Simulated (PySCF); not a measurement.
Shapes and spin states of WF₃⁺

Method: PySCF, B3LYP, basis W def2-SVP with ECP60, F def2-SVP (scalar-relativistic core potentials, no spin–orbit coupling, density fitting).

Relaxations began from a few typed shapes and spin states; open shells are unrestricted. The search is not exhaustive: other isomers or separated fragments can lie lower, and high-lying points may rest on an excited occupation.

```csv
spin,group,bonds,angles,imaginary modes (cm⁻¹),ΔE (kJ/mol),ΔE with ZPE (kJ/mol)
triplet,C2v,"W–F 1.799 Å, W–F 1.816 Å (×2)","F–W–F 104.4°, F–W–F 127.8° (×2)",none,0.0,0.0
triplet,C2v,"W–F 1.802 Å (×2), W–F 1.827 Å","F–W–F 112.4° (×2), F–W–F 135.2°",94i,0.9,–
broken-symmetry Ms = 0 (⟨S²⟩ 0.63),C2v,"W–F 1.791 Å, W–F 1.798 Å (×2)","F–W–F 113.5°, F–W–F 123.2° (×2)",none,5.3,5.5
"singlet (closed shell, unstable to spin polarisation)",D3h,W–F 1.785 Å (×3),F–W–F 120.0° (×3),none,16.5,18.0
```

The lowest minimum found is the triplet C2v: W–F 1.799 Å, W–F 1.816 Å (×2); F–W–F 104.4°, F–W–F 127.8° (×2).

Formally W is in oxidation state +4, d2, with 2 unpaired electrons (the high-spin count). The Mulliken spin on W is 1.96. The polar-tensor charge on W, 2.56, is below the formal one.

For the lowest minimum: other spin states or occupations of the open shell can lie lower. With an element this heavy the missing spin–orbit coupling can shift these numbers.

The electron or spin density has lower symmetry than the nuclear frame for the broken-symmetry Ms = 0 (⟨S²⟩ 0.63) C2v at 5.3 kJ/mol.
